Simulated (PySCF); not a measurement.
Isomers C6H9FO2Si:

A. `InChI=1S/C6H9FO2Si/c1-2-3-4(7)5(10-3)6(8)9/h2,4-5H,10H2,1H3,(H,8,9)/b3-2+/t4-,5-/m1/s1`
B. SMILES CC(C1=C(F)[Si@H](OC)C1)=O
C. `CC#C[SiH2]O[C@@H]1C[C@H](F)O1`

Spectrum 1. $^{1}$H NMR (300 MHz, computed): δ 5.97 (m, 1H), 5.79 (m, 1H), 5.38 (d, 1H), 5.15 (d, 1H), 3.09 (m, 1H), 2.54 (m, 1H), 2.08 (s, 3H). $^{13}$C{$^{1}$H} NMR (computed): δ 111.9 (C), 109.7 (CH), 96.3 (CH), 84.2 (C), 44.6 (CH2), 5.9 (CH3).

Spectrum 2. $^{1}$H NMR (300 MHz, computed): δ 5.45 (m, 1H), 4.04 (s, 3H), 2.47 (s, 3H), 1.59 (m, 1H), 1.55 (m, 1H). $^{13}$C{$^{1}$H} NMR (computed): δ 197.1 (C), 184.4 (C), 140.0 (C), 54.8 (CH3), 34.8 (CH3), 14.5 (CH2).

Spectrum 3. $^{1}$H NMR (300 MHz, computed): δ 6.55 (m, 1H), 6.36 (m, 1H), 5.94 (br s, 1H), 5.14 (m, 1H), 4.66 (m, 1H), 3.13 (m, 1H), 2.11 (d, 3H). $^{13}$C{$^{1}$H} NMR (computed): δ 179.9 (C), 160.1 (CH), 141.1 (C), 94.3 (CH), 37.4 (CH), 21.5 (CH3).

PySCF 2.14 calculation with shielding tensors at PBE0/pcSseg-1 (GIAO) and geometry: GFN2-xTB; averaged over atoms made equivalent by symmetry, fast rotation or ring inversion, isolated molecule, relativity neglected, single conformer.

δ = σ(ref) − σ, references computed at the same level: $^{1}$H (σ = 31.72 ppm), $^{13}$C (σ = 186.93 ppm) vs TMS. Splittings of carbon signals by F and P are missing where no couplings were computed. Where no couplings were computed, multiplicities follow the n + 1 count of equivalent neighbours, and m marks all less simple cases (inequivalent or close neighbours, rings, F or P nearby). Acid and N–H amide carbonyl carbons lie up to 10 ppm further downfield in solution (hydrogen bonding). Shifts are as computed. Against solution values, carbons near 30 ppm lie about +3 ppm off and those near 130 ppm about +5 ppm. Of 1309 compounds with measured shifts, 239 miss one by over three times the rms of a fit or turn the order of signals round; such compounds aren't used in these exercises. OH and NH positions are gas-phase values without hydrogen bonding to other molecules.

Match each spectrum to its structure.

## Answers

1–C, 2–B, 3–A.

- Spectrum 1 (C): 6 $^{13}$C signals; δC 109.7 is an sp3 CH bonded to F and O; δC 96.3 is an sp3 carbon bearing two oxygens.
- Spectrum 2 (B): 6 $^{13}$C signals; δC 197.1 is a ketone carbonyl carbon; δC 184.4 is a β carbon of a C=C–C=O unit.
- Spectrum 3 (A): 6 $^{13}$C signals; δC 179.9 is a carboxylic acid carbon; δC 160.1 is an alkene CH.
